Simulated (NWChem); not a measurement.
**Total energies of CuI**

```xyz
2

Cu     0.0000     0.0000    -1.5331
I      0.0000     0.0000     0.8389
```
Charge 0, spin multiplicity 1.

The numbers come from NWChem runs, not from measurements. The geometry was optimised at PBE/def2-SVP with def2 effective core potentials on I, a minimum by its harmonic frequencies.

Basis set: def2-QZVP (166 functions).

```tsv
method	total energy (Ha)	relative cost
RHF	-1935.69803	1
MP2	-1936.87728	3
B2PLYP	-1937.93542	8
PBE	-1938.06757	under 3
B3LYP	-1938.46836	under 3
BHandHLYP	-1938.21546	under 3
```

Total energies of different functionals aren't comparable as a measure of quality: only differences taken within one method are. Costs are rough ratios of processor time within this set of runs, SCF included, with RHF as 1.

Effective core potentials replace the inner electrons of I; spin-orbit coupling is left out. The correlated methods keep 13 core orbitals frozen. B3LYP has NWChem's definition, with VWN1-RPA local correlation. The structure started from a generated list of species.
